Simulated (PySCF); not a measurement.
Simulated characterisation data

PySCF 2.14 calculation with σ from GIAO-PBE0/pcSseg-1 and geometry: GFN2-xTB; no relativistic terms, in vacuum, equivalent nuclei averaged, one conformer.

References, each an isolated molecule treated in the same way: TMS for $^{1}$H (σ = 31.72 ppm), $^{13}$C (σ = 186.93 ppm). Where no couplings were computed, multiplicities follow the n + 1 count of equivalent neighbours, and m marks all less simple cases (inequivalent or close neighbours, rings, F or P nearby). Shifts are as computed. Against solution values, carbons near 30 ppm lie about +3 ppm off and those near 130 ppm about +5 ppm. Of 1211 compounds with measured shifts, 218 miss one by over three times the rms of a fit or turn the order of signals round; such compounds aren't used in these exercises.

**1.** `InChI=1S/C8H11NSi/c1-3-9-4-2-7(1)8-5-10-6-8/h1-4,8H,5-6,10H2`. $^{1}$H NMR (400 MHz, computed): δ 8.93 (d, 2H), 7.39 (d, 2H), 5.09 (m, 1H), 4.93 (m, 1H), 3.49 (m, 1H), 2.22 (m, 2H), 1.48 (m, 2H). $^{13}$C{$^{1}$H} NMR (computed): δ 168.1 (C), 156.1 (CH), 126.0 (CH), 42.1 (CH), 20.6 (CH2).

**2.** `C#Cc1nnc(C)o1`, C5H4N2O. $^{1}$H NMR (400 MHz, computed): δ 3.14 (s, 1H), 2.70 (s, 3H). $^{13}$C{$^{1}$H} NMR (computed): δ 169.7, 157.7, 95.4, 74.6, 13.8.
